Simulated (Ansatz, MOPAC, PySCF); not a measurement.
System: C3H3, charge 1, multiplicity 1. SMILES of the parent species: C([CH2])#C
Geometry: optimised at B3LYP-D3(BJ)/def2-TZVP (Ansatz, a quantum-chemistry and plane-wave program).

Unscaled harmonic wavenumbers (cm⁻¹) in rising order, each level at the stationary point that it reaches from this structure (no distance between atoms moves by over 0.3 Å); the order of modes can differ between levels, and a negative number is imaginary. B3LYP-D3(BJ)/def2-TZVP (PySCF, at the structure above): 274, 324, 632, 910, 1035, 1129, 1151, 1475, 2135, 3102, 3200, 3365.

AM1 (MOPAC): 403, 425, 806, 953, 1008, 1167, 1261, 1422, 2217, 3046, 3067, 3275. Zero-point energy 27.2 against 26.8 kcal/mol; where all levels lie over 400 cm⁻¹, the wavenumbers are on average 1.034 times those of B3LYP-D3(BJ)/def2-TZVP.

HF/3-21G (Ansatz): 351, 396, 841, 1088, 1182, 1222, 1281, 1613, 2215, 3277, 3382, 3537. Zero-point energy 29.1 against 26.8 kcal/mol; where all levels lie over 400 cm⁻¹, the wavenumbers are on average 1.116 times those of B3LYP-D3(BJ)/def2-TZVP.

HF/6-31G* (Ansatz): 280, 364, 740, 1023, 1131, 1216, 1265, 1611, 2194, 3332, 3443, 3571. Zero-point energy 28.8 against 26.8 kcal/mol; where all levels lie over 400 cm⁻¹, the wavenumbers are on average 1.090 times those of B3LYP-D3(BJ)/def2-TZVP.

B3LYP/6-31G* (Ansatz): 306, 335, 604, 898, 1047, 1126, 1158, 1491, 2150, 3137, 3236, 3396. Zero-point energy 27.0 against 26.8 kcal/mol; where all levels lie over 400 cm⁻¹, the wavenumbers are on average 1.001 times those of B3LYP-D3(BJ)/def2-TZVP.
